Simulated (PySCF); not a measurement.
Constitutional and geometric isomers with formula C4H3N. Isolated molecules, 0 K electronic values unless said otherwise. Strings in code marks are SMILES.

Calculation: M06-2X/def2-TZVP // B3LYP-D3(BJ)/def2-TZVP in PySCF. Excitations are Tamm–Dancoff values on a coarser integration grid. The basis has no diffuse functions, so Rydberg states are missing or too high.

```tsv
species	T1 excitation (TDA) (eV)	S1 oscillator strength
`C#CNC#C`	4.96	0.000
`N#CC1C=C1`	4.98	0.012
`N=c1c2c1C2`	3.33	0.000
`N#CC1=CC1`	3.82	0.001
`C1(=C=N)C=C1`	2.91	0.001
`C#CC=C=N`	4.00	0.001
`C(=C)=CC#N`	4.35	0.000
`C(=C=C=N)=C`	2.53	0.000
```
